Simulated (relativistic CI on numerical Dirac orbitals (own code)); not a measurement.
# Radial parameters of Ru4+

Computed by Dirac-Coulomb-Breit CI, orbitals from a KLI potential per configuration, model QED (radiative potential, 1s self-energy scaled to tabulated hydrogen-like ionisation energies), valence Slater integrals scaled by 0.85, P86 correlation energy added to each configuration (own radial code, finite nucleus).

Slater integrals F^k, G^k are unscaled and averaged over j, outside the closed core [Ar] 3d10 4s2; ζ comes from projecting the Hamiltonian with its Breit term on Σ l·s of the shell.

- 4p6 4d4: F^2(4d,4d) = 73774, F^4(4d,4d) = 48759, ζ(4d) = 1271.3 cm⁻¹; <r>(4d) = 1.372, <r^2>(4d) = 2.189 (bohr units).
- 4p6 4d3 5s: F^2(4d,4d) = 75324, F^4(4d,4d) = 49868, ζ(4d) = 1364.5, G^2(4d,5s) = 17081 cm⁻¹; <r>(4d) = 1.345, <r^2>(4d) = 2.103, <r>(5s) = 2.345, <r^2>(5s) = 6.14 (bohr units).
- 4p6 4d3 4f: F^2(4d,4d) = 75497, F^4(4d,4d) = 49997, ζ(4d) = 1378.7, F^2(4d,4f) = 33515, F^4(4d,4f) = 19195, G^1(4d,4f) = 35093, G^3(4d,4f) = 20755, G^5(4d,4f) = 14350, ζ(4f) = -39.366 cm⁻¹; <r>(4d) = 1.342, <r^2>(4d) = 2.095, <r>(4f) = 2.805, <r^2>(4f) = 9.281 (bohr units).

(1) Give the Racah parameters of the d shell in 4p6 4d4.

In this model ζ of a weakly bound d, f or g electron outside closed shells comes out too small, for d by up to a factor of two or three and at times with the wrong sign; that of an outer p electron is too small as well.

Averages of the first 10 configurations, taken without configuration mixing, which lowers the lowest level and can move excited configurations by several eV; other configurations of the list can lie among them:

| Configuration | Parity | States | Average energy above the lowest level (eV) |
| --- | --- | --- | --- |
| 4p6 4d4 | even | 210 | 3.4 |
| 4p6 4d3 5s | even | 240 | 17.7 |
| 4p6 4d3 4f | odd | 1680 | 39.1 |
| 4p6 4d3 5p | odd | 720 | 25.7 |
| 4p5 4d5 | odd | 1512 | 51.4 |
| 4p6 4d3 5d | even | 1200 | 36.7 |
| 4p6 4d3 6s | even | 240 | 39.0 |
| 4p6 4d3 6p | odd | 720 | 42.2 |
| 4p6 4d2 5s 5p | odd | 540 | 42.1 |
| 4p6 4d3 6d | even | 1200 | 47.1 |

## Answers

(1) B = F²/49 − 5F⁴/441 = 953 cm⁻¹ and C = 35F⁴/441 = 3870 cm⁻¹; values fitted to spectra at such low charge are typically 15 to 30 % smaller.
